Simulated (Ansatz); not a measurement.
H2BO3, doublet, at a GFN2-xTB geometry; WB97X/6-31G** (Ansatz, a quantum-chemistry and plane-wave program).

Input for Ansatz:
Ansatz 0.2 input:
```yaml
crystal:
  periodic: [false, false, false]
  atoms:
    - {symbol: O, position_ang: [1.34790420, -0.49857345, 0.00923664]}
    - {symbol: B, position_ang: [0.12623520, -0.04669287, 0.00086504]}
    - {symbol: O, position_ang: [-0.94645583, -0.91561202, -0.00145748]}
    - {symbol: O, position_ang: [-0.12278728, 1.31111211, -0.00586961]}
    - {symbol: H, position_ang: [-1.81315905, -0.50618699, -0.00774958]}
    - {symbol: H, position_ang: [-1.04730568, 1.56423828, -0.01185202]}
basis:
  gaussian:
    orbitals: 6-31G__.json
hamiltonian:
  xc: {name: wB97X}
magnetization: {spin_polarized: true, initial_magnetization: 1}
```
The basis file holds 6-31G** in the JSON format of the Basis Set Exchange.

Write the output that Ansatz gives for this input, abridged.


```
Functional definition: wB97X
658 factors; their error is unknown
153 factors; integrals over basis functions are off by at most 8.0e-6 eV
mean field evaluation 1: about -6844.7306 eV, gradient 3.8e1 eV
mean field evaluation 2: about -6846.0708 eV, gradient 3.4e1 eV
mean field evaluation 4: about -6849.6176 eV, gradient 1.2e0 eV
mean field evaluation 8: about -6849.6080 eV, gradient 2.6e-2 eV
mean field evaluation 16: about -6849.6080 eV, gradient 7.1e-5 eV
mean field -6849.60804405 eV, -251.7184527879 hartree, gradient 1.3e-5 eV, S^2 0.752666; 1 other end points of the search recorded, 0 dependent functions left out
reference -6849.60802974 eV, -251.7184522620 hartree; 16, 15 occupied and 54, 55 virtual orbitals, 658 factors
Total energy: -6849.60802974 eV, -251.7184522620 hartree
```
